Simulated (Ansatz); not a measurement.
Basis-set series for CH5AlFGa (`F[CH2][AlH][GaH2]`). The species carries charge 0 and has multiplicity 1. The structure was optimised at the PBE0-D4/def2-TZVP level. It is one conformer, not always the lowest.

```csv
functional,basis,functions,energy (Eh),HOMO (eV),LUMO (eV)
PBE0-D4,def2-SVP,103,-2307.24858,-6.97,-2.04
PBE0-D4,def2-QZVPP,423,-2307.81017,-6.99,-2.09
ωB97M-V,def2-SVP,103,-2307.57676,-8.93,-0.28
ωB97M-V,def2-QZVPP,423,-2308.14128,-8.98,-0.45
```

Give the rows for def2-TZVPP. (Estimate.)

Computed: 
```csv
functional,basis,functions,energy (Eh),HOMO (eV),LUMO (eV)
PBE0-D4,def2-TZVPP,222,-2307.75138,-6.99,-2.07
ωB97M-V,def2-TZVPP,222,-2308.08388,-8.97,-0.34
```

Scalar relativity is left out up to krypton.
